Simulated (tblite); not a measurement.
Species: C6H9O (doublet state).
SMILES with atom numbers: `[CH2:1][CH2:2][C:3](=[CH2:4])[C:5]([CH3:6])=[O:7]` (hydrogens: H8, H9 on C1; H10, H11 on C2; H12, H13 on C4; H14, H15, H16 on C6)

Computed geometry: GFN2-xTB, gas phase. This method treats the open shell by occupation alone, without spin polarisation.

**Question.** Give the optimised bond lengths and angles.

**Answer.** 
```json
{"bond": "C1–C2", "length (Å)": "1.478", "order": "single"}
{"bond": "C2–C3", "length (Å)": "1.508", "order": "single"}
{"bond": "C3=C4", "length (Å)": "1.331", "order": "double"}
{"bond": "C3–C5", "length (Å)": "1.493", "order": "single"}
{"bond": "C5–C6", "length (Å)": "1.505", "order": "single"}
{"bond": "C5=O7", "length (Å)": "1.210", "order": "double"}
{"bond": "C1–H8, C1–H9", "length (Å)": "1.073", "order": "single"}
{"bond": "C2–H10, C2–H11", "length (Å)": "1.098", "order": "single"}
{"bond": "C4–H12", "length (Å)": "1.078", "order": "single"}
{"bond": "C4–H13", "length (Å)": "1.077", "order": "single"}
{"bond": "C6–H14, C6–H15, C6–H16", "length (Å)": "1.090", "order": "single"}
```

Bonds in one row agree within 0.01 Å and their mean is given. Orders are formal, as drawn. A selection of angles:
```json
{"angle": "C2–C1–H8", "degrees": "120.4"}
{"angle": "H8–C1–H9", "degrees": "118.7"}
{"angle": "C1–C2–C3", "degrees": "112.5"}
{"angle": "C1–C2–H10", "degrees": "110.0"}
{"angle": "C3–C2–H10", "degrees": "110.2"}
{"angle": "C3–C2–H11", "degrees": "107.5"}
{"angle": "H10–C2–H11", "degrees": "106.4"}
{"angle": "C2–C3–C4", "degrees": "122.7"}
{"angle": "C2–C3–C5", "degrees": "119.0"}
{"angle": "C4–C3–C5", "degrees": "118.3"}
{"angle": "C3–C4–H12", "degrees": "120.1"}
{"angle": "C3–C4–H13", "degrees": "122.7"}
{"angle": "H12–C4–H13", "degrees": "117.2"}
{"angle": "C3–C5–C6", "degrees": "116.2"}
{"angle": "C3–C5–O7", "degrees": "121.6"}
{"angle": "C6–C5–O7", "degrees": "122.2"}
{"angle": "C5–C6–H14", "degrees": "109.5"}
{"angle": "H14–C6–H15", "degrees": "107.9"}
{"angle": "H14–C6–H16", "degrees": "109.3"}
{"angle": "H15–C6–H16", "degrees": "110.8"}
```

Torsions: C1–C2–C3–C4 117° (anticlinal); C2–C3–C5–C6 -2° (synperiplanar). The mirror-image conformer, all signs reversed, is as good.

C5 (carbon bonded to 2 C and O) is planar (angles 122.2°, 121.6° and 116.2°, sum 360.0°, 0.00 Å off the plane of its three neighbours). C4 (carbon bonded to C and 2 H) is planar (angles 122.7°, 120.1° and 117.2°, sum 360.0°, 0.00 Å off the plane of its three neighbours). The 5 C–C bonds span 1.331 Å (C3=C4, drawn double) to 1.508 Å (C2–C3, drawn single), a spread of 0.177 Å. Of the pairs four or more bonds apart, C1···H15 is among the closest relative to their van der Waals radii: 2.21 Å, 76 % of the sum of Bondi's values. C3 (carbon bonded to 3 C) is planar (angles 122.7°, 119.0° and 118.3°, sum 360.0°, 0.01 Å off the plane of its three neighbours). C1 (carbon bonded to C and 2 H) is almost planar (angles 120.4°, 119.6° and 118.7°, sum 358.7°, 0.08 Å off the plane of its three neighbours).

Point group: C1 (no symmetry element, even within 0.4 Å). Its GFN2-xTB frequencies are all real (lowest 36 cm⁻¹). Torsions: H–C1–C2–C3 154° and -39°, C1–C2–C3–C4 117°, C2–C3–C5–C6 -2°. 3 starts were optimised and ended at 0.00, 0.24 and 0.25 kcal/mol (GFN2-xTB); the lowest of these is shown.
